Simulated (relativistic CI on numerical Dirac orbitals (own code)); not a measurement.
# How well does a small relativistic CI reproduce Sn V?

Computed by Dirac-Coulomb-Breit CI, KLI orbitals optimised for each configuration, a model potential for QED, valence Slater integrals scaled by 0.85, P86 correlation energy added to each configuration (own radial code, finite nucleus).

Configurations in the expansion (outside the closed core [Kr]): 4d10, 4d9 5s, 4d9 4f, 4d9 5p, 4d9 5d, 4d9 6s, 4d9 6p, 4d9 6d, 4d9 7s, 4d9 5f, 4d9 7p, 4d9 5g, 4d9 7d, 4d9 6f. Double excitations out of closed p, d and f shells are left out; levels of such configurations are missing from the list, as are those of other unlisted configurations, and high levels can miss mixing partners.

```csv
Configuration,Term (tabulated),J,Measured (cm⁻¹),Computed,Error,Purity (%)
4d10,1S,0,0.0,0,0,100
4d9 5s,3D,3,182578.8,189380,6801,100
4d9 5s,3D,2,185058.0,191883,6825,72
4d9 5s,3D,1,191202.0,197783,6581,100
4d9 5s,1D,2,193229.8,200970,7741,72
4d9 5p,3P°,2,259372.1,265045,5673,87
4d9 5p,3F°,3,262316.4,268127,5811,58
4d9 5p,3P°,1,267996.0,273170,5174,89
4d9 5p,3F°,4,268731.1,273808,5077,100
4d9 5p,3D°,3,274376.8,279639,5262,71
4d9 5p,1P°,1,276589.4,282050,5461,84
4d9 5p,3D°,1,281169.1,286234,5065,75
4d9 6s,3D,3,380266.5,402135,21869,100
4d9 6s,3D,1,389285.0,410587,21302,100
```

Measured levels from Moore, Atomic Energy Levels, vol. III, NSRDS-NBS 35 (1971 reprint of NBS Circular 467, 1958); pairs were made by configuration, J and term (by order where the table uses no LS term), so strongly mixed levels may be paired wrongly. The analysis dates from before 1960.

Mean error by configuration (cm⁻¹): 4d9 5s 6987; 4d9 5p 5360; 4d9 6s 21585. Over the excited levels the mean absolute error is 8357 cm⁻¹ (13 of the 16 excited levels that our extract of the source holds in range could be paired, and the others can miss by more), and the median relative error of those above 1,000 cm⁻¹ is 2.2 %.
